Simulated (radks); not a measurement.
Results of a calculation; reference values are marked as such.
Task: Species: Yb2+. Configuration: [Xe] 4f14. Code: a radial shooting solver on a logarithmic mesh with Libxc functionals. Model: scalar-relativistic Kohn-Sham, PBE, spin-polarised, spherical densities, point nucleus. Some entries of the table are withheld. Estimate them.

orbital,occ.,eigenvalue (eV),r(max) (bohr),<1/r> (bohr^-1)
1s,2,-61260.53,0.01237,80.67
2s,2,-10391.08,(1),18.80
2p,6,-9158.864,0.05756,17.26
3s,2,-2353.359,0.1994,6.947
3p,6,(2),0.1966,6.466
3d,10,-1530.195,0.1603,6.123
4s,2,-474.6788,0.4551,2.935
4p,6,(3),0.4763,2.677
4d,10,(4),0.4910,(5)
5s,2,-69.7240,1.071,1.097
5p,6,-42.1526,1.233,0.9041
4f,14,-17.6341,0.4835,1.735
6s,0,-15.2539,2.891,0.3903
5d,0,-13.3795,1.856,0.5293
6p,0,-10.4518,3.601,0.3131

Result: 
(1) 2s r(max) (bohr): 0.07057
(2) 3p eigenvalue (eV): -1981.983
(3) 4p eigenvalue (eV): -352.8239
(4) 4d eigenvalue (eV): -192.5238
(5) 4d <1/r> (bohr^-1): 2.366
